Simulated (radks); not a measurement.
The numbers below are computed, except where a source is named.
Question: The mean radii <r> (bohr) of the occupied orbitals of an atom or ion are listed with their occupations. Level of theory: Dirac Kohn-Sham, LDA (Slater exchange, Perdew-Zunger correlation), spin-unpolarised, spherical densities, finite nucleus; Fermi nuclear charge, rms radius of each element as measured or else 0.836 A^(1/3) + 0.57 fm (a radial shooting solver on a logarithmic mesh with Libxc functionals).

orbital  occ.      <r>
1s1/2       2  0.04867
2s1/2       2   0.2180
2p1/2       2   0.1885
2p3/2       4   0.1920
3s1/2       2   0.6530
3p1/2       2   0.6726
3p3/2       4   0.6835
3d3/2       4   0.8075
3d5/2       6   0.8140
4s1/2       2    2.333
4p1/2       1    3.336

Name the element and its charge. Open shells, if any, fill j = l - 1/2 first.

Answer: Z = 31, gallium, charge 0: Ga in [Ar] 3d10 4s2 4p1. The 1s radius gives Z: for a bare nucleus <r> = (2 gamma + 1)/(2Z) with gamma = sqrt(1 - (Z/c)^2), 0.04755 bohr for Z = 31, and screening makes it slightly larger (0.04867 here). The occupations add up to 31, and the charge is Z minus that.
